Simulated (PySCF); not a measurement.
Compound: C6H9FSSi.
Structure used (GFN2-xTB), in Å, numbered top down from 1:
```
atom  x, y, z in Å
F1    -3.6093   -0.0939    0.9935
C2    -2.5916    0.1950    0.1653
C3    -2.4648    1.3907   -0.4639
S4    -1.0518    1.4048   -1.4399
C5    -0.6434   -0.2165   -0.9818
C6     0.6066   -0.8520   -1.4812
C7     1.6803   -0.9168   -0.3879
Si8    2.1564    0.7869    0.3231
C9    -1.5623   -0.7296   -0.1203
H10   -3.1095    2.2437   -0.4128
H11    0.3789   -1.8647   -1.8296
H12    0.9866   -0.2793   -2.3293
H13    1.3241   -1.5618    0.4171
H14    2.5636   -1.4021   -0.8066
H15    1.0721    1.2990    1.1622
H16    3.3604    0.6140    1.1365
H17    2.4210    1.7079   -0.7832
H18   -1.5262   -1.7188    0.2974
```

Definitions: NICS(0) = −σiso at the ring centroid; NICS(1) = −σiso and NICS(1)zz = −σzz at ±1 Å along the ring normal z. Level: GIAO PBE0/pcSseg-1 (PySCF, non-relativistic, gas phase) on the GFN2-xTB geometry, one conformer.

Ring bond lengths (Å), with Mayer bond orders in brackets: C2–C3 1.357 (1.59), C3–S4 1.717 (1.11), S4–C5 1.734 (1.19), C5–C9 1.360 (1.52), C9–C2 1.413 (1.26).

Task: What do the NICS probes read (ppm)?

Result: 
| ring | type | NICS(0) | NICS(1), two faces | NICS(1)zz, two faces | rms pucker (Å) | centre to ring atoms, mean (Å) |
| --- | --- | --- | --- | --- | --- | --- |
| C2–C3–S4–C5–C9 | 5-membered ring with S; formal bonds all aromatic | -14.1 | -10.5 / -10.5 | -23.5 / -24.2 | 0.00 | 1.29 |

Task: What do they say, and how far can they be read as aromaticity?

Result: 
- C2–C3–S4–C5–C9: mean NICS(1)zz -23.9 ppm, shielded. For a flat ring without four-coordinate atoms the NICS criterion counts such a value as aromatic.

Task: What does the geometric index give? Use HOMA with the parameters of Krygowski (1993).

Result: 
- C2–C3–S4–C5–C9: HOMA 0.79; the largest term is that of S4–C5, α(R − Ropt)² = 0.30. The geometric and the magnetic index point the same way.

Task: At the second NICS(1) probe listed for ring C2–C3–S4–C5–C9, 1 Å off the ring, what do the in-plane components average?

Result: The isotropic value is a third of the trace: (3 × -10.5 − (-24.2))/2 = -3.7 ppm.
